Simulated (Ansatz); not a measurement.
These are frozen-core CCSD(T)/def2-TZVPP // PBE-D3(BJ)/def2-SVP (Ansatz, a quantum-chemistry and plane-wave program) values and carry that method's errors.

Ansatz 0.2 input:
```yaml
crystal:
  periodic: [false, false, false]
  atoms:
    - { symbol: Zn, position_ang: [0.037389, -0.021234, 0.05142] }
    - { symbol: O, position_ang: [-1.111933, -1.122341, 0.854678] }
    - { symbol: H, position_ang: [-0.720604, -1.977809, 1.107823] }
    - { symbol: H, position_ang: [0.924305, 1.001374, -0.642448] }
basis:
  gaussian: { orbitals: def2-TZVPP }
correlation:
  method: ccsd_t
```

Output:

```
Functional definition: HF
809 factors; integrals over basis functions are off by at most 1.2e-3 eV
mean field evaluation 1: about -50442.4141 eV, gradient 4.3e1 eV
mean field evaluation 2: about -50442.6143 eV, gradient 4.3e1 eV
mean field evaluation 4: about -50446.1469 eV, gradient 3.2e0 eV
mean field evaluation 8: about -50446.1833 eV, gradient 4.9e-1 eV
mean field evaluation 16: about -50442.4132 eV, gradient 4.3e1 eV
mean field -50446.18376001 eV, -1853.8630595289 hartree, gradient 1.4e-6 eV, S^2 0.000000; 0 other end points of the search recorded, 0 dependent functions left out
6 core orbitals not correlated
reference -50446.18376001 eV, -1853.8630595289 hartree; 14, 14 occupied and 103, 103 virtual orbitals, 809 factors
second order -29.84897826 eV of doubles, -0.00000000 eV of singles
cycle   1  -26.38942291 eV  change     3.5e0 eV  update   1.6e-1
cycle   2  -27.55895878 eV  change    -1.2e0 eV  update   7.6e-2
cycle   3  -27.78642401 eV  change   -2.3e-1 eV  update   2.4e-2
cycle   4  -27.73486560 eV  change    5.2e-2 eV  update   9.9e-3
cycle   5  -27.71227430 eV  change    2.3e-2 eV  update   3.4e-3
cycle   6  -27.71651162 eV  change   -4.2e-3 eV  update   1.3e-3
cycle   7  -27.71697851 eV  change   -4.7e-4 eV  update   4.7e-4
cycle   8  -27.71616197 eV  change    8.2e-4 eV  update   1.6e-4
cycle   9  -27.71630407 eV  change   -1.4e-4 eV  update   5.3e-5
cycle  10  -27.71637125 eV  change   -6.7e-5 eV  update   2.0e-5
cycle  11  -27.71633762 eV  change    3.4e-5 eV  update   1.0e-5
perturbative correction -0.71837386 eV, -0.0263997524 hartree
Total energy: -50474.61847149 eV, -1854.9080159019 hartree
```

Cost: very roughly 12 core-seconds.
